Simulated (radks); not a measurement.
Values are calculated unless marked as measured or tabulated.
Polarisability of the bromine ion Br+, [Ar] 3d10 4s2 4p4, at imaginary frequency. Level of theory: scalar-relativistic Kohn-Sham, exchange-only LDA, spin-polarised, spherical densities, finite nucleus; open shells are filled with parallel spins first; Fermi nuclear charge, rms radius 4.1629 fm (a radial shooting solver on a logarithmic mesh with Libxc functionals). Response by self-consistent Sternheimer equations with the Hartree and adiabatic exchange-only LDA kernel, the relativistic mass of each level held fixed and spin-orbit coupling left out.

| w (hartree) | alpha1(iw) (bohr^3) |
|---|---|
| 0.00266 | 13.09 |
| 0.0143 | 13.08 |
| 0.0360 | 13.04 |
| 0.0697 | 12.91 |
| 0.118 | 12.59 |
| 0.186 | 11.92 |
| 0.280 | 10.75 |
| 0.413 | 8.978 |
| 0.605 | 6.768 |
| 0.892 | 4.512 |
| 1.35 | 2.642 |
| 2.12 | 1.368 |
| 3.59 | 0.6314 |
| 6.94 | 0.2466 |
| 17.5 | 0.06045 |

Static values: alpha1 = 13.09 bohr^3 (1.940 angstrom^3; uncoupled 20.37). C6 = 82.39, triple-dipole C9 = 782.1 atomic units. One-pole (London) frequency 4 C6 / (3 alpha1^2) = 0.641 hartree, against 0.556 for minus the highest occupied eigenvalue.
